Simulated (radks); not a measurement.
Charge is removed step by step from the 5p down level of the mercury ion Hg3+, starting from [Kr] 4d10 4f14 5s2 5p(up 3, down 3) 5d9. Method: scalar-relativistic Kohn-Sham, r2SCAN, spin-polarised, spherical densities, finite nucleus; open shells are filled with parallel spins first (spin-orbit coupling, left out, can overturn this in heavy ions); meta-GGA in the generalised Kohn-Sham scheme; Fermi nuclear charge, rms radius 5.4648 fm; computed with a radial shooting solver on a logarithmic mesh with Libxc functionals.

| removed (e) | E - E(0) (eV) | eigenvalue (eV) | E minus straight line (eV) |
|---|---|---|---|
| 0 | 0.000 | -101.93 | 0.000 |
| 0.25 | 25.974 | -106.05 | -1.571 |
| 0.5 | 52.987 | -110.24 | -2.103 |
| 0.75 | 81.052 | -114.47 | -1.584 |
| 1 | 110.18 | -118.76 | 0.000 |

Removing the whole electron costs 110.18 eV by Delta-SCF, against 101.93 eV from minus the eigenvalue at the starting occupation. Slater's transition state (half an electron removed) gives 110.24 eV. Integrating minus the eigenvalue over the occupation (Janak's theorem) gives 110.27 eV. In this scalar-relativistic scheme the density is built from large components alone, so the theorem holds only approximately. The mean slope of the eigenvalue, de/dn, is 16.8 eV per electron.
